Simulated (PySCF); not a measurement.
**Bond energies at PBE/def2-TZVPP beside a composite method**

PySCF, lowest determinants of a PBE0 search. The composite is CCSD(T) extrapolated to the basis-set limit from two correlation-consistent sets, with core-valence (CV) and scalar-relativistic (SR) terms as its label shows; it has no spin–orbit coupling and nothing beyond (T).

```
species  state (unpaired electrons)  De PBE (eV)  De composite (eV)              composite     dissociates to
     PS               doublet (π ↑)         4.89               4.49     CCSD(T)/CBS(TQ)+SR              P + S
    AgF      singlet (closed shell)         3.58               3.48     CCSD(T)/CBS(TQ)+CV  Ag (4d10 5s1) + F
   SeBr               doublet (π ↑)         2.83               2.45        CCSD(T)/CBS(TQ)            Se + Br
    SiH               doublet (π ↑)         3.12               3.20  CCSD(T)/CBS(TQ)+CV+SR             Si + H
    SeS              triplet (π ↑↑)         4.49               3.95        CCSD(T)/CBS(TQ)             Se + S
   BeSi              triplet (π ↑↑)         1.83               1.38  CCSD(T)/CBS(TQ)+CV+SR            Be + Si
    SbF              triplet (π ↑↑)         4.51               4.12        CCSD(T)/CBS(DT)             Sb + F
    TeF               doublet (π ↑)         3.96               3.58     CCSD(T)/CBS(TQ)+CV             Te + F
```

Does PBE bind more or less than the composite, by how much on average, and where is the difference largest?

PBE/def2-TZVPP binds more on average, method and basis taken together: the mean signed difference is +0.32 eV and the mean absolute one 0.34 eV; it is largest for SeS (+0.54 eV).

The molecules are drawn from runs that passed checks on state, spin purity and fit, so the hardest cases are missing and the errors look smaller than over all diatomics.

Correlated steps freeze the inner cores (5 to 18 orbitals); shallow outer-core shells are correlated. These are scalar-relativistic numbers at best; spin–orbit coupling would shift them, the dissociation energy most. Where the molecule has an RHF reference, its open-shell atoms are computed with UHF. The CCSD T1 diagnostic is raised in AgF, BeSi, a sign that a single reference may not be enough there. States were picked by a PBE0 search and need not be the measured ground states.
